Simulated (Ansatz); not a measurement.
Start from `[F][AlH][O][SiH3]` and change one atom or group to get `C[CH2][AlH][O][SiH3]`.

Ansatz, PBE0-D4/def2-TZVP geometries, multiplicity 1. Each molecule was computed in one conformer, which needn't be the lowest.

| property | `[F][AlH][O][SiH3]` |
| --- | --- |
| size of the dipole moment (B3LYP/def2-TZVPP) / D | 1.09 |
| LUMO energy (B3LYP/def2-TZVPP) / eV | -0.91 |
| HOMO energy (B3LYP/def2-TZVPP) / eV | -8.72 |
| HOMO–LUMO gap (B3LYP/def2-TZVPP) / eV | 7.82 |
| HOMO energy (PBE/def2-TZVPP) / eV | -7.50 |
| HOMO–LUMO gap (PBE/def2-TZVPP) / eV | 6.06 |

(1) Give the same properties after the change, and the shifts. (Estimate.)

Results:

(1) Ansatz gave: 
| property | `C[CH2][AlH][O][SiH3]` | shift |
| --- | --- | --- |
| size of the dipole moment (B3LYP/def2-TZVPP) / D | 1.16 | 0.07 |
| LUMO energy (B3LYP/def2-TZVPP) / eV | -0.91 | 0.00 |
| HOMO energy (B3LYP/def2-TZVPP) / eV | -7.35 | 1.37 |
| HOMO–LUMO gap (B3LYP/def2-TZVPP) / eV | 6.44 | -1.38 |
| HOMO energy (PBE/def2-TZVPP) / eV | -6.28 | 1.22 |
| HOMO–LUMO gap (PBE/def2-TZVPP) / eV | 4.81 | -1.25 |

Dipoles are sizes alone; their direction can turn.

B3LYP here is the variant with VWN-RPA as its local correlation; programs differ in this.
